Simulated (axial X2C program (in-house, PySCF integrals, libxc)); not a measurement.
# HfCl⁻: properties at the nuclei

Computed with an axial X2C code built on PySCF integrals: two-component X2C with atomic mean-field Coulomb and Gaunt terms, Gaussian nuclei, basis Hf dyall-acv3z, Cl dyall-av3z with contracted cores.

R = 2.407 Å (near the PBE0 minimum at charge -1 of the determinant lowest at the starting distance; the state shown can have its own minimum elsewhere).

Determinant lowest in the PBE0 search, Ω = 2 (⟨Sz⟩ = -0.91, ⟨Lz⟩ = 2.91 at PBE0), spin on the atoms Hf -0.91, Cl 0.00:

```tsv
level	Eeff magnitude (GV/cm)	Ws magnitude Hf (kHz)	A∥/gI Hf (MHz)	qzz Hf (a.u.)	A∥/gI Cl (MHz)	qzz Cl (a.u.)
PBE0	2.73	0.945	571	-2.36	11.5	0.31
HF	0.273	0.332	-0.928	-2.95	7.7	0.16
LDA	1.3	0.439	564	-1.80	16.2	0.35
TPSSh	2.14	0.592	551	-2.14	12.7	0.32
BP86	2.58	0.967	555	-1.92	13.9	0.34
```

Eeff is the effective electric field on the electron electric dipole moment in this Ω state and Ws the scalar–pseudoscalar constant of the nucleus named (defined with the proton number Z and per Ω); A∥ (defined per Ω) follows by multiplying with gI = μI/(I μN); qzz is the electric field gradient, eQq0 = 234.96 MHz × Q/barn × qzz. The operators were transformed with the bare-nucleus X2C matrices; with these basis sets, hyperfine constants and field gradients can be off by tens of per cent, and where levels differ in sign neither size nor sign is settled.

Question: With Q(177Hf) = 3.365 barn (Q from Pyykkö, Mol. Phys. 2018), turn the PBE0 values of the first state into constants in MHz.

Answer: eQq0(177Hf) = 234.96 × (3.365) × (-2.36) = -1870 MHz.

Each state is one determinant with collinear spin, which with several unpaired electrons need not be a pure state. Unrestricted Hartree–Fock can overshoot spin polarisation at the nuclei. For an anion, determinants above electron detachment, or with a positive highest level, are held by the basis set. With several open shells hyperfine constants can be off by a factor of several. Where Eeff spreads by more than a factor of two the levels disagree and none is to be relied on. Open-shell Ω = 0 determinants with evenly filled partner blocks cannot be reached by this program, so the Ω shown need not be the lowest component. States lie within half an eV, so the first need not be the ground state. The sign of Ws at Hf differs between levels in the first state. Further determinants of the search, some of them spin-mixed, are not shown. Where a field gradient or hyperfine factor spreads by more than a factor of two over the levels, a constant derived from it is not to be relied on.
